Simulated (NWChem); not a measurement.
System: CH₄BFO₂; SMILES COB(O)F

Input file for NWChem:

```
start job
memory heap 200 mb stack 900 mb global 1100 mb
geometry units angstroms
  B      0.007721     0.106311     0.393519
  F     -0.348283    -0.318819     1.618259
  O      0.620832     1.301104     0.272272
  H      0.759309     1.769042     1.095036
  O     -0.286450    -0.712799    -0.614543
  C      0.013696    -0.429992    -1.967248
  H      0.662116    -1.221853    -2.344919
  H     -0.921626    -0.427418    -2.529404
  H      0.492375     0.544147    -2.070981
end
basis spherical
  * library def2-svp
end
dft
  xc pbe0
  iterations 150
end
driver
  maxiter 120
end
task dft optimize
task dft freq
```

Output (shortened):

```
             Northwest Computational Chemistry Package (NWChem) 7.3.0
             --------------------------------------------------------

 C1  symmetry detected

                             Geometry "geometry" -> ""
                             -------------------------

 Output coordinates in angstroms (scale by  1.889725989 to convert to a.u.)

  No.       Tag          Charge          X              Y              Z
 ---- ---------------- ---------- -------------- -------------- --------------
    1 B                    5.0000    -0.01454179     0.49900433     0.00055412
    2 F                    9.0000    -0.77945150     1.60461500    -0.00021827
    3 O                    8.0000     1.32687376     0.63590025     0.00079543
    4 H                    1.0000     1.64035606     1.53967624     0.00027626
    5 O                    8.0000    -0.66909235    -0.66083620     0.00000683
    6 C                    6.0000    -0.02905125    -1.92187698     0.00133281
    7 H                    1.0000    -0.34858670    -2.46499127     0.89186730
    8 H                    1.0000    -0.34780153    -2.46557120    -0.88953648
    9 H                    1.0000     1.05586082    -1.81492101    -0.01782817

 Effective nuclear repulsion energy (a.u.)     174.3724143728

                                Z-matrix (autoz)
                                --------

 Units are Angstrom for bonds and degrees for angles

[...]

      ----------------------
      Optimization converged
      ----------------------

  Step       Energy      Delta E   Gmax     Grms     Xrms     Xmax
  ---- ---------------- -------- -------- -------- -------- --------
@    5    -315.23903174 -8.2D-09  0.00003  0.00001  0.00029  0.00109
                                     ok       ok       ok       ok

                                Z-matrix (autoz)
                                --------

 Units are Angstrom for bonds and degrees for angles

[...]

 Rotational Constants
 --------------------
 A=   0.322659 cm-1  (  0.464224 K)
 B=   0.131868 cm-1  (  0.189724 K)
 C=   0.095305 cm-1  (  0.137120 K)

 Temperature                      =   298.15K
 frequency scaling parameter      =   1.0000

 Zero-Point correction to Energy  =   40.930 kcal/mol  (  0.065226 au)
 Thermal correction to Energy     =   44.615 kcal/mol  (  0.071098 au)
 Thermal correction to Enthalpy   =   45.207 kcal/mol  (  0.072042 au)

 Total Entropy                    =   78.129 cal/mol-K
   - Translational                =   38.961 cal/mol-K (mol. weight =  78.0288)
   - Rotational                   =   25.478 cal/mol-K (symmetry #  =        1)
   - Vibrational                  =   13.689 cal/mol-K

 Cv (constant volume heat capacity) =   18.349 cal/mol-K
   - Translational                  =    2.979 cal/mol-K
   - Rotational                     =    2.979 cal/mol-K
   - Vibrational                    =   12.390 cal/mol-K

[normal modes left out]

 ----------------------------------------------------------------------------
 Normal Eigenvalue ||           Projected Infra Red Intensities
  Mode   [cm**-1]  || [atomic units] [(debye/angs)**2] [(KM/mol)] [arbitrary]
 ------ ---------- || -------------- ----------------- ---------- -----------
    1       -0.000 ||    0.000085           0.002         0.083       0.013
    2       -0.000 ||    0.000462           0.011         0.451       0.073
    3        0.000 ||    0.001185           0.027         1.155       0.186
    4        0.000 ||    0.001407           0.032         1.371       0.221
    5        0.000 ||    0.000028           0.001         0.027       0.004
    6        0.000 ||    0.000329           0.008         0.321       0.052
    7       22.661 ||    0.000022           0.001         0.021       0.003
    8      152.116 ||    0.009611           0.222         9.369       1.512
    9      247.187 ||    0.005787           0.134         5.641       0.911
   10      441.369 ||    0.025052           0.578        24.422       3.942
   11      500.669 ||    0.106211           2.450       103.540      16.714
   12      511.435 ||    0.001703           0.039         1.661       0.268
   13      676.339 ||    0.088332           2.038        86.110      13.900
   14      838.426 ||    0.021352           0.493        20.815       3.360
   15      996.285 ||    0.125737           2.901       122.575      19.786
   16     1161.098 ||    0.026778           0.618        26.105       4.214
   17     1191.305 ||    0.000113           0.003         0.111       0.018
   18     1212.644 ||    0.003987           0.092         3.887       0.627
   19     1439.009 ||    0.228352           5.268       222.609      35.934
   20     1443.942 ||    0.415993           9.597       405.531      65.461
   21     1477.904 ||    0.004380           0.101         4.270       0.689
   22     1480.671 ||    0.002409           0.056         2.348       0.379
   23     1566.358 ||    0.442053          10.199       430.935      69.562
   24     3050.861 ||    0.048290           1.114        47.075       7.599
   25     3144.231 ||    0.024054           0.555        23.449       3.785
   26     3157.969 ||    0.014193           0.327        13.836       2.233
   27     3932.071 ||    0.117893           2.720       114.928      18.552
 ----------------------------------------------------------------------------
```

Level: PBE0/def2-SVP.
